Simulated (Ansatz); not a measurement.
The cluster Ti₇Si₃. The state is a septet with charge 0. Geometry PBE-D4/def2-SVP.

```xyz
10

Ti    2.209    1.390    0.113
Ti   -1.506    2.089   -0.145
Ti    0.053    0.505   -1.231
Ti   -2.463    0.039   -1.774
Ti    2.062   -0.965   -0.617
Ti   -0.629   -1.889   -1.316
Ti   -2.022   -0.268    0.614
Si    0.125   -1.487    0.987
Si    2.110   -0.375    1.925
Si    0.061    0.962    1.444
```

At PBE-D4/def2-SVP, PBE0-D4/def2-SVP the charge 0 septet is spin-contaminated (final ⟨S²⟩ up to 13.79, 12.00 for a pure state). No other spin state of charge 0 was run. The geometry of the septet was relaxed on an unsound state (⟨S²⟩ 12.45, where a pure state has 12.00). The structure comes from a short search, and lower isomers may exist.

Q: Estimate the α-spin orbital energies around the gap (eV) in Ansatz with PBE-D4/def2-SVP, PBE0-D4/def2-SVP.

A: 
| orbital | PBE-D4/def2-SVP | PBE0-D4/def2-SVP |
| --- | --- | --- |
| HOMO−9 | -4.10 | -5.19 |
| HOMO−8 | -3.95 | -5.02 |
| HOMO−7 | -3.86 | -4.77 |
| HOMO−6 | -3.80 | -4.67 |
| HOMO−5 | -3.62 | -4.56 |
| HOMO−4 | -3.54 | -4.53 |
| HOMO−3 | -3.43 | -4.44 |
| HOMO−2 | -3.33 | -4.40 |
| HOMO−1 | -3.20 | -4.11 |
| HOMO | -3.10 | -3.90 |
| LUMO | -2.85 | -2.17 |
| LUMO+1 | -2.63 | -1.92 |
| LUMO+2 | -2.57 | -1.77 |
| LUMO+3 | -2.32 | -1.67 |
| LUMO+4 | -2.28 | -1.46 |
| LUMO+5 | -2.21 | -1.40 |
| β HOMO | -3.25 | -3.72 |
| β LUMO | -2.84 | -2.06 |
